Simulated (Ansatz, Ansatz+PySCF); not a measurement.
```xyz
2

C     0.0000    0.0000   -1.2892
O     0.0000    0.0000    0.9669
```

Basis set: cc-pVDZ (spherical functions). Frozen core: 2 orbitals. Charge 0, multiplicity 1.

Computed with Ansatz (development build ahead of 0.2.0); each method stands on the lowest determinant of its kind that the runs found. Restricted functionals stand beside restricted open-shell atoms, which can lie above the unrestricted atoms usual in DFT and then raise those values.

Q: Give the atomization energy at this shape (free ground-state atoms in the same class of orbitals less the molecule, no zero-point energy) of singlet CO by ωB97X (unrestricted), r²SCAN (unrestricted), r²SCAN (restricted), PBE (unrestricted), PBE0 (unrestricted), ωB97X (restricted), PBE (restricted), PBE0 (restricted), UHF-MP2, UHF, UHF-CCSD(T).

A:

| method | atomization energy |
| --- | --- |
| ωB97X (unrestricted) | 78.6 kJ/mol |
| r²SCAN (unrestricted) | 125.5 kJ/mol |
| r²SCAN (restricted) | -8.9 kJ/mol |
| PBE (unrestricted) | 193.4 kJ/mol |
| PBE0 (unrestricted) | 86.8 kJ/mol |
| ωB97X (restricted) | -165.3 kJ/mol |
| PBE (restricted) | 120.9 kJ/mol |
| PBE0 (restricted) | -108.5 kJ/mol |
| UHF-MP2 | 25.0 kJ/mol |
| UHF | 8.9 kJ/mol |
| UHF-CCSD(T) | 58.1 kJ/mol |

Caution for ωB97X (unrestricted): the determinant breaks the point group. Caution for ωB97X (unrestricted), PBE0 (unrestricted), UHF-MP2, UHF, UHF-CCSD(T): the unrestricted determinant is a mixture of spin states. Caution for r²SCAN (unrestricted), PBE (unrestricted): the unrestricted determinant is spin contaminated. Caution for r²SCAN (restricted), ωB97X (restricted), PBE (restricted), PBE0 (restricted): an unrestricted determinant lies well below. Caution for ωB97X (restricted), PBE0 (restricted): the molecule lies well above its atoms at this level. Caution for UHF-MP2, UHF-CCSD(T): a plain start can end on a higher determinant; bonds are stretched, where a single reference can fail. Caution for UHF-CCSD(T): another reference gives a lower total.
